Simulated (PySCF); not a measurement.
# Assigning NMR signals

Structure with atom numbers: `[CH2:1]=[CH:2]/[CH:3]=[CH:4]\[O:5][CH:6]([F:7])[F:8]`. Each H is labelled by its parent atom. Ha(C1) is cis to C3; Hb(C1) is trans to C3.

Theoretical values (PySCF 2.14): geometry from PBE0-D3(BJ)/def2-SVP, couplings computed with B3LYP/pcJ-1 (spin–dipole term only in couplings to heteroatoms), GIAO PBE0/pcSseg-1 shieldings. Isolated molecule, equivalent nuclei averaged, relativity neglected, a single conformation.

δ = σ(ref) − σ, references computed at the same level: $^{13}$C (σ = 184.41 ppm), $^{1}$H (σ = 31.27 ppm) vs TMS.

Question: Assign these signals to the numbered atoms. $^{13}$C{$^{1}$H} NMR (computed): δ 141.8 (CH, t, J = 2.8 Hz), 137.2 (CH), 123.9 (CH2), 121.1 (CH, t, J = 325.0 Hz), 118.5 (CH).

Answer: 
| δ (ppm) | atoms | environment | reason |
| --- | --- | --- | --- |
| 141.8 | C4 | alkene carbon bearing oxygen | an sp2 carbon further deshielded by the attached heteroatom |
| 137.2 | C2 | alkene CH | as expected for a trigonal carbon in a double bond |
| 123.9 | C1 | terminal =CH2 carbon | as expected for a trigonal carbon in a double bond |
| 121.1 | C6 | sp3 CH bonded to 2 F and O | 3 electronegative neighbours deshield it |
| 118.5 | C3 | β carbon of an enol-ether or enamine type C=C | – |

Question: Assign these signals to the numbered atoms. $^{1}$H NMR (300 MHz, computed): δ 7.02 (m, 1H), 5.97 (t, J = 83.8 Hz, 1H), 5.90 (dq, J = 7.6, 1.5 Hz, 1H), 5.39 (m, 1H), 5.39 (m, 1H), 5.36 (ddd, J = 12.4, 7.6, 1.1 Hz, 1H).

Answer: 
7.02 → H(C2), hydrogen on an alkene CH: olefinic region
5.97 → H(C6), hydrogen on an sp3 CH bonded to 2 F and O: its carbon carries F and O, an electronegative neighbour
5.90 → H(C4), hydrogen on an alkene carbon bearing oxygen: attached to an sp2 carbon and in the plane of the double bond
5.39 → Hb(C1), hydrogen on a terminal =CH2 carbon: attached to an sp2 carbon and in the plane of the double bond
5.39 → Ha(C1), hydrogen on a terminal =CH2 carbon
5.36 → H(C3), hydrogen on a β carbon of an enol-ether or enamine type C=C: attached to an sp2 carbon and in the plane of the double bond

H(C6) and H(C4); Hb(C1) and Ha(C1); Ha(C1) and H(C3) lie closer than the usual error of such a calculation, so a measured spectrum could show them in the other order.

C–F couplings over four or more bonds (about 3 Hz to the para carbon of a fluoroarene) are left out. Common functionals overestimate the size of one-bond C–F couplings by tens of Hz; these are unscaled. Multiplet labels drop couplings under 1 Hz and merge nearly equal ones. Unscaled 3J(H,H) at this level run about 10 % above measured values. Shifts are as computed. Against solution values, carbons near 30 ppm lie about +2 ppm off and those near 130 ppm about +5 ppm. Of 1211 compounds with measured shifts, 218 miss one by over three times the rms of a fit or turn the order of signals round; such compounds aren't used in these exercises.
